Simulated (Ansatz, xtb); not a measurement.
C5H10OS: which of two isomers lies lower

We compare I, `CO[C@H](C)C(C)=S`, a singlet, with II, `CC(C)(C=O)CS`, a singlet. Both are isolated molecules in the gas phase, relaxed with B3LYP-D3(BJ)/def2-SVP; each stands in its lowest conformer found.

Quicker runs give these differences E(II) − E(I): GFN2-xTB −0.176 eV; HF/STO-3G −0.565 eV (at GFN2-xTB geometries); r2SCAN-D4/def2-SVP −0.629 eV (at GFN2-xTB geometries).

Question: Estimate E(II) − E(I) at the level CCSD(T)/def2-SVP + ΔMP2/def2-TZVPP.

Answer: Calculated at CCSD(T)/def2-SVP + ΔMP2/def2-TZVPP: E(II) − E(I) = −0.666 eV, so structure II lies lower.

How the difference moves with the method:

```
                             level               geometry  E(II) − E(I) (eV)  departure from the last row (eV)  job, with rough time for the two
                          GFN2-xTB               GFN2-xTB              −0.176                            +0.490              optimisation, 0.14 s
                         HF/STO-3G               GFN2-xTB              −0.565                            +0.101              single point, 0.36 s
                r2SCAN-D4/def2-SVP               GFN2-xTB              −0.629                            +0.037               single point, 3.4 s
             B3LYP-D3(BJ)/def2-SVP  B3LYP-D3(BJ)/def2-SVP              −0.625                            +0.042                optimisation, 70 s
                       HF/def2-SVP  B3LYP-D3(BJ)/def2-SVP              −0.677                            −0.011           part of the CCSD(T) run
                      MP2/def2-SVP  B3LYP-D3(BJ)/def2-SVP              −0.789                            −0.123           part of the CCSD(T) run
                  CCSD(T)/def2-SVP  B3LYP-D3(BJ)/def2-SVP              −0.740                            −0.073                      single point
CCSD(T)/def2-SVP + ΔMP2/def2-TZVPP  B3LYP-D3(BJ)/def2-SVP              −0.666                                                  single point, 79 s
```

As drawn, II has 1 C–C, 1 C=O, 1 C–S, 1 S–H in place of 2 C–O, 1 C=S, 1 C–H.

The levels shown agree on the order. The largest departure from CCSD(T)/def2-SVP + ΔMP2/def2-TZVPP is that of GFN2-xTB, 0.490 eV. The last row adds to CCSD(T) the change of the MP2 difference between the two basis sets, here +0.073 eV.

With thermal terms from frequencies at re-optimised GFN2-xTB minima (ideal gas, soft modes damped towards free rotors, one conformer each, 298.15 K, 1 atm): on the last row, ΔE + ΔZPE = −0.736, ΔH = −0.736, ΔG = −0.727 eV.

The correlated steps freeze 11 core orbitals. Mirror images aren't counted in ΔG. Codes used: Ansatz 0.2.0, xtb 6.7.1; the last row on 4 threads of Arm Neoverse V2 on a shared host.
